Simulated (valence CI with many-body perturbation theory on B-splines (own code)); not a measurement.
# Energy levels of Hf66+

Method: configuration interaction combined with many-body perturbation theory (CI+MBPT): four valence electrons over a frozen Dirac-Fock core [He], radial functions for each j: 11 s, 11 p, 10 d, 8 f, 5 g, 2 h, with the one-electron correlation potential Σ1 (screened to all orders), the two-electron term Σ2, the three-electron term Σ3, Breit, model QED; selected single and double excitations, second order for the rest, scaled by the run's own slope (own B-spline code, finite nucleus).

The last digits are not significant, and no measured levels were compared; by estimate large intervals hold to a few tenths of a per cent, small ones and those within an open d or f shell to about a per cent. Among the levels kept, up to 1200 cm⁻¹ of a level comes from second order outside the variational space, and about a tenth of that is noise between levels of different J, which matters for small intervals.

Levels 46 to 90 of 216, with energies above the lowest level, (2s^2 2p1/2^2) J=0. "Leading %" is the weight of the configuration and term that name the level; weights of strongly mixed levels are sums over their largest components and can fall short. In the jj column 3d3/2^4 stands for four electrons in 3d with j = 3/2. Lifetimes count E1, E2, E3, M1 and M2 decay at the calculated energies, and are blank where another channel may lead or the interval is too uncertain; long ones can be off by a factor of two.

| No. | Configuration | Term | J | E (eV) | Leading % | Leading jj | Lifetime | Second component |
| --- | --- | --- | --- | --- | --- | --- | --- | --- |
| 46 | 2s 2p2 3s | 3P | 1 | 11259 | 66 | 2s 2p1/2 2p3/2 3s (98 %) | 3.70 fs | 20 % 2s 2p2 3s 5P |
| 47 | 2s 2p2 3s | 3D | 3 | 11269 | 63 | 2s 2p1/2 2p3/2 3s (99 %) | 6.71 fs | 37 % 2s 2p2 3s 5P |
| 48 | 2s 2p2 3s | 3P | 2 | 11295 | 38 | 2s 2p1/2 2p3/2 3s (99 %) | 3.80 fs | 36 % 2s 2p2 3s 3D |
| 49 | 2s 2p2 3p | 5P° | 1 | 11320 | 39 | 2s 2p1/2 2p3/2 3p1/2 (100 %) | 6.26 fs | 31 % 2s 2p2 3p 5D° |
| 50 | 2s 2p2 3p | 5D° | 2 | 11330 | 46 | 2s 2p1/2 2p3/2 3p1/2 (100 %) | 3.27 fs | 19 % 2s 2p2 3p 3D° |
| 51 | 2s 2p2 3s | 3P | 0 | 11348 | 99 | 2s 2p1/2 2p3/2 3s (99 %) | 3.35 fs |  |
| 52 | 2s 2p2 3s | 1P | 1 | 11349 | 45 | 2s 2p1/2 2p3/2 3s (99 %) | 3.46 fs | 44 % 2s 2p2 3s 3D |
| 53 | 2s 2p2 3s | 3P | 1 | 11355 | 72 | 2s 2p1/2 2p3/2 3s (99 %) | 7.87 fs | 15 % 2s 2p2 3s 3D |
| 54 | 2s 2p2 3s | 1D | 2 | 11358 | 39 | 2s 2p1/2 2p3/2 3s (99 %) | 6.78 fs | 34 % 2s 2p2 3s 3P |
| 55 | 2s 2p2 3p | 3D° | 3 | 11361 | 33 | 2s 2p1/2 2p3/2 3p1/2 (100 %) | 2.26 fs | 28 % 2s 2p2 3p 3F° |
| 56 | 2s 2p2 3p | 3P° | 2 | 11398 | 43 | 2s 2p1/2 2p3/2 3p1/2 (99 %) | 3.63 fs | 17 % 2s 2p2 3p 3D° |
| 57 | 2s 2p2 3p | 3P° | 0 | 11429 | 49 | 2s 2p1/2 2p3/2 3p1/2 (99 %) | 2.20 fs | 26 % 2s 2p2 3p 5D° |
| 58 | 2s 2p2 3p | 3D° | 1 | 11431 | 59 | 2s 2p1/2 2p3/2 3p1/2 (99 %) | 2.39 fs | 15 % 2s 2p2 3p 3P° |
| 59 | 2s 2p2 3p | 3F° | 2 | 11433 | 45 | 2s 2p1/2 2p3/2 3p1/2 (99 %) | 3.49 fs | 23 % 2s 2p2 3p 1D° |
| 60 | 2s 2p2 3p | 3D° | 1 | 11480 | 29 | 2s 2p1/2 2p3/2 3p1/2 (99 %) | 3.50 fs | 29 % 2s 2p2 3p 1P° |
| 61 | 2s2 2p 3p | 3D | 3 | 11504 | 98 | 2s^2 2p3/2 3p3/2 (98 %) | 104 fs |  |
| 62 | 2s2 2p 3p | 1P | 1 | 11505 | 53 | 2s^2 2p3/2 3p3/2 (98 %) | 72.0 fs | 37 % 2s2 2p 3p 3S |
| 63 | 2s2 2p 3p | 3P | 2 | 11534 | 64 | 2s^2 2p3/2 3p3/2 (98 %) | 88.2 fs | 34 % 2s2 2p 3p 1D |
| 64 | 2s2 2p 3p | 1S | 0 | 11561 | 66 | 2s^2 2p3/2 3p3/2 (98 %) | 74.8 fs | 32 % 2s2 2p 3p 3P |
| 65 | 2s2 2p 3d | 3D° | 2 | 11592 | 49 | 2s^2 2p3/2 3d3/2 (98 %) | 719 as | 24 % 2s2 2p 3d 1D° |
| 66 | 2s2 2p 3d | 3F° | 3 | 11600 | 53 | 2s^2 2p3/2 3d3/2 (97 %) | 774 as | 33 % 2s2 2p 3d 1F° |
| 67 | 2s2 2p 3d | 3P° | 1 | 11604 | 56 | 2s^2 2p3/2 3d3/2 (98 %) | 605 as | 37 % 2s2 2p 3d 3D° |
| 68 | 2s2 2p 3d | 3P° | 0 | 11608 | 98 | 2s^2 2p3/2 3d3/2 (98 %) | 781 as |  |
| 69 | 2p3 3s | 3P° | 2 | 11625 | 46 | 2p1/2^2 2p3/2 3s (95 %) | 7.89 fs | 23 % 2p3 3s 5S° |
| 70 | 2p3 3s | 1P° | 1 | 11634 | 30 | 2p1/2^2 2p3/2 3s (93 %) | 3.88 fs | 26 % 2p3 3s 3D° |
| 71 | 2s2 2p 3d | 3F° | 4 | 11677 | 95 | 2s^2 2p3/2 3d5/2 (95 %) | 3.79 ps |  |
| 72 | 2s2 2p 3d | 3P° | 2 | 11690 | 43 | 2s^2 2p3/2 3d5/2 (95 %) | 994 as | 39 % 2s2 2p 3d 1D° |
| 73 | 2s 2p2 3p | 5D° | 3 | 11691 | 50 | 2s 2p1/2 2p3/2 3p3/2 (96 %) | 8.88 fs | 30 % 2s 2p2 3p 5P° |
| 74 | 2s 2p2 3p | 3P° | 1 | 11703 | 27 | 2s 2p1/2 2p3/2 3p3/2 (97 %) | 2.99 fs | 25 % 2s 2p2 3p 5P° |
| 75 | 2s2 2p 3d | 3D° | 3 | 11707 | 61 | 2s^2 2p3/2 3d5/2 (93 %) | 454 as | 32 % 2s2 2p 3d 1F° |
| 76 | 2p3 3p | 3P | 1 | 11711 | 31 | 2p1/2^2 2p3/2 3p1/2 (96 %) | 1.10 fs | 19 % 2p3 3p 5P |
| 77 | 2p3 3p | 3D | 2 | 11713 | 25 | 2p1/2^2 2p3/2 3p1/2 (96 %) | 1.12 fs | 20 % 2p3 3p 3F |
| 78 | 2s 2p2 3p | 3D° | 2 | 11719 | 45 | 2s 2p1/2 2p3/2 3p3/2 (96 %) | 3.14 fs | 16 % 2s 2p2 3p 5P° |
| 79 | 2s2 2p 3d | 1P° | 1 | 11720 | 60 | 2s^2 2p3/2 3d5/2 (96 %) | 664 as | 25 % 2s2 2p 3d 3P° |
| 80 | 2s 2p2 3p | 3P° | 0 | 11732 | 80 | 2s 2p1/2 2p3/2 3p3/2 (100 %) | 2.03 fs | 14 % 2s 2p2 3p 5D° |
| 81 | 2s 2p2 3p | 3F° | 4 | 11733 | 60 | 2s 2p1/2 2p3/2 3p3/2 (96 %) | 306 fs | 36 % 2s 2p2 3p 5D° |
| 82 | 2s 2p2 3p | 3P° | 2 | 11747 | 50 | 2s 2p1/2 2p3/2 3p3/2 (97 %) | 3.78 fs | 19 % 2s 2p2 3p 1D° |
| 83 | 2s 2p2 3p | 3D° | 3 | 11758 | 53 | 2s 2p1/2 2p3/2 3p3/2 (98 %) | 3.25 fs | 26 % 2s 2p2 3p 1F° |
| 84 | 2s 2p2 3p | 1P° | 1 | 11762 | 39 | 2s 2p1/2 2p3/2 3p3/2 (96 %) | 2.02 fs | 15 % 2s 2p2 3p 3S° |
| 85 | 2s 2p2 3d | 5F | 2 | 11773 | 44 | 2s 2p1/2 2p3/2 3d3/2 (99 %) | 2.45 fs | 17 % 2s 2p2 3d 3P |
| 86 | 2s 2p2 3d | 5D | 1 | 11775 | 48 | 2s 2p1/2 2p3/2 3d3/2 (99 %) | 2.96 fs | 22 % 2s 2p2 3d 5F |
| 87 | 2s 2p2 3d | 5D | 0 | 11777 | 82 | 2s 2p1/2 2p3/2 3d3/2 (100 %) | 9.49 fs | 16 % 2s 2p2 3d 3P |
| 88 | 2s 2p2 3d | 5F | 3 | 11783 | 49 | 2s 2p1/2 2p3/2 3d3/2 (98 %) | 2.38 fs | 17 % 2s 2p2 3d 3F |
| 89 | 2s 2p2 3p | 3D° | 2 | 11810 | 37 | 2s 2p1/2 2p3/2 3p3/2 (98 %) | 3.57 fs | 26 % 2s 2p2 3p 3P° |
| 90 | 2s 2p2 3p | 3D° | 3 | 11812 | 46 | 2s 2p1/2 2p3/2 3p3/2 (99 %) | 4.68 fs | 34 % 2s 2p2 3p 3F° |
